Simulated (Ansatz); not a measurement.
The cluster Cs2I2⁻, relaxed as a doublet with UKS PBE-D4/def2-SVPD in Ansatz, starting from the GFN1-xTB geometry. Force threshold 0.02 eV/Å.

In the def2 sets Cs, I take a core potential; there is no spin–orbit coupling. The highest occupied level of the charge -1 doublet lies above zero (up to 0.50 eV). It is a level of α spin, whose loss leaves a singlet; that state wasn't run at this geometry and level. The electron is either unbound and held by the finite basis, or the level is raised by self-interaction error. The gap within one spin of the charge -1 doublet nearly closes, so an electron or hole may be smeared out by delocalisation error. The relaxation made no stability test and no search for a lower SCF solution. The structure comes from a short search, and lower isomers may exist.

Start:

```xyz
4

Cs    1.725   -0.031   -1.744
Cs    0.123   -2.215    1.096
I    -1.904    0.630   -0.708
I     0.056    1.616    1.356
```

(1) Estimate the energy that the relaxation releases and the steps that it takes.

(2) Does the start keep its bonding?

(3) Predict the relaxed structure.

Answers

(1) 2.29 eV, in 13 steps; 38 s on 4 threads of Arm Neoverse V1 on a shared host. The force fell under the threshold at step 12, but the optimiser went on. No frequencies were taken in this run, so the end may be a saddle point.

(2) Bonds lost: I3–I4 (atoms count from 1). The end is the same structure that another start reached, the lowest one found.

(3) 
```xyz
4

Cs    1.062    1.396   -1.768
Cs   -1.056   -1.403    1.766
I    -1.810   -0.940   -1.830
I     1.803    0.948    1.832
```
Bond lengths (bridged metal pairs left out): 4 × Cs–I 3.70 Å.
